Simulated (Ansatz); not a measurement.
Two isomers of C2H4Cl2Si: A = `ClC1(Cl)C[SiH2]1`, B = `C=C[SiH](Cl)Cl`.

Isolated molecules relaxed with PBE0-D4/def2-TZVP in Ansatz; ΔE leaves out vibrations. CCSD(T)/CBS adds triple-zeta CCSD(T) − MP2 to the extrapolated MP2 energy (def2 sets, frozen cores). DFT in def2-TZVPP. B3LYP here is the variant with VWN-RPA as its local correlation; programs differ in this. Each species was taken in one conformer, which may not be the lowest.

Problem. Which isomer does CCSD(T)/CBS put lower? Give the gap. (An estimate is asked.)

Solution. The calculation gave: B, by 89.4 kcal/mol.

Problem. Give E(B) − E(A) in kcal/mol with B2PLYP, MP2/def2-TZVPP, ωB97M-V, B3LYP, r2SCAN-D4, HF/def2-TZVPP, B3LYP-D4. (Best estimate.)

Solution. Ansatz gave: B2PLYP -90.4, MP2/def2-TZVPP -88.6, ωB97M-V -88.2, B3LYP -90.3, r2SCAN-D4 -87.1, HF/def2-TZVPP -101.6, B3LYP-D4 -89.6. None reverses the order clearly.

Largest T1 diagnostic: 0.011.

In def2-TZVPP, CCSD(T) changes the Hartree–Fock value by +12.3 kcal/mol (the triples alone add +1.7 kcal/mol) and MP2 by +13.0 kcal/mol. From PBE to PBE0 (25 % exact exchange), in def2-TZVPP and without D4, E(B) − E(A) moves by −2.9 kcal/mol.
